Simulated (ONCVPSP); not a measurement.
## Pseudopotential generation for cadmium: ONCV, BLYP, scalar-relativistic.

cadmium (Cd), optimised norm-conserving Vanderbilt (ONCV), made with ONCVPSP 4.0.1 (BLYP, scalar-relativistic). Core [Kr] 4d10, reference 5s1.75 5p0.25. Waves: 5s: rc 1.70 bohr, ncon 4, nbas 7, qcut 3.4 1/bohr, local; 5p: rc 3.00 bohr, ncon 5, nbas 10, qcut 3 1/bohr, 2 projectors, debl 1.8 Ha. Local part: the s channel. Core correction: Teter function, fcfact 5.75, rcfact 1.55.

All-electron outer shells of the reference configuration (BLYP, scalar-relativistic, ld1.x):

| shell | level (eV) | outermost node (bohr) | outermost maximum (bohr) |
| --- | --- | --- | --- |
| 4p | -67.31 | 0.43 | 0.84 |
| 4d | -12.09 | 0.42 | 0.98 |
| 5s | -6.01 | 1.06 | 2.32 |
| 5p | -1.44 | 1.20 | 3.29 |

Q: Is a potential produced?

A: No. ONCVPSP 4.0.1 stopped with "optimize: ERROR ps0norm > uunorm, code will stop": the continuity conditions at rc already need more norm inside rc than the all-electron wave has, so norm conservation cannot be met. It happened in the s channel.
